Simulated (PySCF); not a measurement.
Stepwise substitution at one centre (Al I-SH). All species are isolated molecules in the gas phase. One relaxed conformer stands for each flexible species; it need not be the lowest. Strings in code marks are SMILES.

Quantity: redistribution energy (mixed species minus the weighted end members), in kcal/mol.

Case: 2 of 3 I replaced by SH: `[I][Al]([SH])[SH]` (H–S–Al–I torsion 0°, I–Al–S–H torsion 0°). The other species in the difference include `[I][Al]([I])[I]` (neutral, multiplicity 1). Geometry of `[SH][Al]([SH])[I]` (neutral, multiplicity 1, Å):

```xyz
6

S      1.9832    -0.4673    -0.8160
Al     0.0046    -0.0245    -0.0226
S     -1.6656    -1.2288    -0.7302
I     -0.3351     1.7894     1.6291
H      2.5703     0.5017    -0.0916
H     -2.5573    -0.5705     0.0313
```

Task: Give the redistribution energy (mixed species minus the weighted end members) at the level B3LYP/LANL2DZ // B3LYP-D3(BJ)/def2-TZVP (PySCF).

Result: -1.05 kcal/mol.
